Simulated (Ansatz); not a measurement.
Al(PF3)H3 (AlPH₃F₃). Charge 0, multiplicity 1. Geometry B3LYP-D4/def2-SVP.

```csv
atom,x (Å),y (Å),z (Å)
Al1,-0.738,1.328,0.046
F2,1.229,-1.412,1.287
F3,1.696,-1.057,-1.059
F4,-0.329,-2.197,-0.389
P5,0.506,-0.901,-0.026
H6,-1.143,1.243,-1.490
H7,0.546,2.163,0.475
H8,-1.766,0.835,1.155
```

Another isomer (singlet) lies 4.31 eV lower at PBE0-D4/def2-TZVP; other spin states weren't run for this one.

Q: Estimate the orbital energies around the gap (eV) in Ansatz with PBE-D4/def2-TZVP, PBE0-D4/def2-SVP, PBE0-D4/def2-TZVP, BHLYP-D4/def2-TZVP, CAM-B3LYP-D4/def2-TZVP.

A: 
```tsv
orbital	PBE-D4/def2-TZVP	PBE0-D4/def2-SVP	PBE0-D4/def2-TZVP	BHLYP-D4/def2-TZVP	CAM-B3LYP-D4/def2-TZVP
HOMO−9	-13.72	-15.97	-15.98	-18.15	-17.67
HOMO−8	-12.52	-14.59	-14.77	-16.95	-16.39
HOMO−7	-12.52	-14.59	-14.76	-16.95	-16.39
HOMO−6	-11.58	-13.62	-13.78	-15.93	-15.37
HOMO−5	-11.58	-13.62	-13.78	-15.93	-15.37
HOMO−4	-11.19	-13.23	-13.39	-15.54	-14.96
HOMO−3	-10.85	-12.55	-12.57	-14.17	-14.21
HOMO−2	-8.47	-9.85	-9.84	-11.19	-11.30
HOMO−1	-7.28	-8.54	-8.54	-9.78	-9.97
HOMO	-7.28	-8.54	-8.54	-9.78	-9.97
LUMO	-2.16	-0.96	-1.26	-0.24	-0.13
LUMO+1	-2.15	-0.95	-1.25	-0.22	-0.12
LUMO+2	-1.17	-0.32	-0.37	0.42	0.56
LUMO+3	0.02	1.48	1.02	1.94	1.96
LUMO+4	0.94	2.13	1.66	2.33	2.49
LUMO+5	0.95	2.16	1.68	2.35	2.52
```
